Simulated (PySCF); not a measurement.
**Exercise with solution: chemical shift, span and skew from a shielding tensor**

Al(F)(Br)(vinyl) (C₂H₃AlBrF), SMILES [CH]([Al]([Br])[F])=C. Atoms are numbered in the order given.

```xyz
8

Al     0.6740     0.6114     0.0000
F      2.3365     0.5936     0.0000
Br    -0.3879    -1.3770     0.0000
C     -0.3202     2.2578     0.0000
C     -1.6647     2.2655     0.0000
H      0.1946     3.2282     0.0000
H     -2.2467     3.1958     0.0000
H     -2.2514     1.3390     0.0000
```
Charge 0, spin multiplicity 1.

Coordinates come from a B3LYP-D3(BJ)/def2-SVP optimisation. The structure was generated by enumeration; whether it is a known compound was not checked. The values are those of a single conformer.

GIAO shieldings from PBE/pcSseg-1 in PySCF, non-relativistic, no solvent. The symmetric part of the tensor of C5 has the principal values -110.6, 13.0, 158.0 ppm. The same nucleus in TMS has σ = 182.0 ppm at this level (PySCF, at its B3LYP-D3(BJ)/def2-TZVP geometry). Without spin–orbit terms, shifts of atoms bonded to Cl or Br come out too high.

Question: Work out the isotropic shielding, the ¹³C shift against TMS, the span and the skew.

Answer: 
σ(iso) = (σ11 + σ22 + σ33)/3 = 20.1 ppm. δ = σ(ref) − σ(iso) = 182.0 − (20.1) = 161.9 ppm.
Span Ω = σ33 − σ11 = 268.6 ppm. Skew κ = 3(σ(iso) − σ22)/Ω = 0.08. Tumbling in solution averages the tensor to δ; in a static solid the shielding alone would spread this spin-1/2 line over Ω.
